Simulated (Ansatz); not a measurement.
A search over several starts for the lowest SCF solution of Cs₃H₃ at the given spin, in a small basis.

```yaml
crystal:
  periodic: [false, false, false]
  atoms:
    - {symbol: Cs, position_ang: [-2.899604, 0.340777, 0.032440]}
    - {symbol: Cs, position_ang: [1.155907, -2.681986, 0.032081]}
    - {symbol: Cs, position_ang: [1.743849, 2.340320, -0.064731]}
    - {symbol: H, position_ang: [-1.474732, -1.979260, 0.069441]}
    - {symbol: H, position_ang: [2.452867, -0.288218, -0.015838]}
    - {symbol: H, position_ang: [-0.978286, 2.268367, -0.053393]}
basis:
  gaussian: {orbitals: def2-SVP}
magnetization: {spin_polarized: true, initial_magnetization: 0}
hamiltonian: {xc: pbe0, dispersion: d4}
output: {orbitals: {seedname: orbitals}}
```

```sh
$ ansatz run in.yaml --threads 4 --pin off --events-out ev --progress --plain --max-ram 3916MiB
```

Output, abridged:

```
Functional definition: PBE0
936 factors; their error is unknown
mean field evaluation 1: about -1688.7684 eV, gradient 1.7e1 eV
mean field evaluation 2: about -1689.0947 eV, gradient 1.5e1 eV
mean field evaluation 4: about -1692.2092 eV, gradient 3.7e-1 eV
mean field evaluation 8: about -1692.2279 eV, gradient 1.2e-3 eV
mean field -1692.22794765 eV, -62.1882300429 hartree, gradient 4.8e-5 eV, S^2 0.000000; 0 other end points of the search recorded, 0 dependent functions left out
reference -1692.22802661 eV, -62.1882329445 hartree; 15, 15 occupied and 72, 72 virtual orbitals, 936 factors
Total energy: -1692.46030852 eV, -62.1967691473 hartree
```

Hardware: 4 threads of Intel Xeon on a shared host. Wall time 3.6 s.

In the def2 sets Cs takes a core potential; there is no spin–orbit coupling. The structure comes from a short search, and lower isomers may exist.
